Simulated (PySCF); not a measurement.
Se(OH)(GeH3), SMILES O[Se][GeH3] (H4GeOSe) (CAM-B3LYP/def2-SVP optimised geometry):

```
7

Se    -1.278    -1.442     1.932
O     -0.476    -0.291     3.103
H     -1.138     0.381     3.320
Ge    -0.492    -0.336     0.000
H     -1.041    -1.108    -1.209
H     -1.013     1.108     0.000
H      1.041    -0.336     0.000
```

Level of theory: PySCF 2.14.0 with CAM-B3LYP/def2-TZVP.

### Question
What are the frontier orbital energies and the dipole moment?

### Answer
HOMO-2 -11.29 eV, HOMO-1 -9.21 eV, HOMO -8.10 eV, LUMO -0.31 eV, LUMO+1 0.80 eV; dipole moment 1.79 D.

On the same geometry PySCF with PBE/def2-TZVP gives HOMO-2 -8.50 eV, HOMO-1 -6.59 eV, HOMO -5.59 eV, LUMO -2.39 eV, LUMO+1 -1.01 eV; dipole moment 1.56 D.

Meta-Löwdin charges at CAM-B3LYP/def2-TZVP: Se1 0.18, O2 -0.67, H3 0.34, Ge4 0.31, H5 -0.05, H6 -0.06, H7 -0.05.
